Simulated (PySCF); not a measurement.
## Electron correlation in Ar²⁺ (argon, charge +2)

[Ne] 3s1 3p4 3d1, one real determinant (an excited configuration). Calculation: PySCF 2.14, in aug-cc-pV(Q+d)Z with one added diffuse shell each of s, p, d, f, g type (8s7p6d4f3g, 114 functions); the non-relativistic Hamiltonian (point nucleus). Frozen: [Ne]; 6 electrons correlated.

MP2 pair energies summed by pair of shells (mhartree):

| pair | energy | share (%) |
| --- | --- | --- |
| 3p-3p | -86.60 | 70.0 |
| 3p-3d | -23.23 | 18.8 |
| 3s-3p | -12.19 | 9.9 |
| 3s-3d | -1.67 | 1.3 |

Total MP2 correlation energy: -123.69 mhartree.

Same-spin part -34.95 and opposite-spin part -88.74 mhartree; SCS-MP2 scales them by 1/3 and 6/5 to -118.14 mhartree.

The reference is one real determinant that mixes LS terms of this configuration.
